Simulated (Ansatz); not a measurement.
`[SiH3][PH][GaH][SiH3]`. Charge 0, multiplicity 1.

```xyz
12

Si   -2.3650    0.9874   -0.4469
P    -1.2396    0.1325    1.2966
Ga    0.8394    0.5459    0.3835
Si    2.4490   -1.2320    0.1465
H    -1.7726    0.6917   -1.7825
H    -2.3875    2.4614   -0.2677
H    -3.7546    0.4599   -0.4405
H    -1.3095   -1.2273    0.8926
H     1.1295    2.0398   -0.0150
H     2.6769   -1.5036   -1.3014
H     3.7594   -0.8647    0.7520
H     1.9746   -2.4909    0.7827
```

Question: What are the harmonic wavenumbers in cm⁻¹ at PBE0-D4/def2-TZVP (Ansatz, finite differences of forces, unscaled)? (An estimate is asked.)

Answer: The calculation gave: 21, 31, 64, 85, 112, 309, 362, 367, 439, 456, 476, 489, 559, 592, 664, 783, 857, 902, 932, 935, 940, 953, 1947, 2195, 2202, 2212, 2221, 2223, 2238, 2406.

Question: Is this a minimum?

Answer: Yes, all 30 modes are real.

Question: Give the ideal-gas thermochemistry at 298.15 K and 1 bar (rigid rotor, harmonic oscillator; point group C1, symmetry number 1).

Answer: Zero-point energy 173.3 kJ/mol; H(298) − E = 201.7 kJ/mol; entropy 429.8 J/(mol·K), of which translation 172.5, rotation 120.9, vibration 136.3; G(298) − E = 73.5 kJ/mol. Modes under 100 cm⁻¹ are hindered rotations or soft bends, so the harmonic entropy is rough.

Question: And at 400, 500, 600, 800 and 1000 K?

Answer: 
```tsv
T (K)	H − E (kJ/mol)	S (J/mol/K)	G − E (kJ/mol)
400	217.6	475.7	27.3
500	235.3	515.0	-22.2
600	254.5	550.0	-75.5
800	296.5	610.4	-191.7
1000	342.3	661.3	-319.0
```
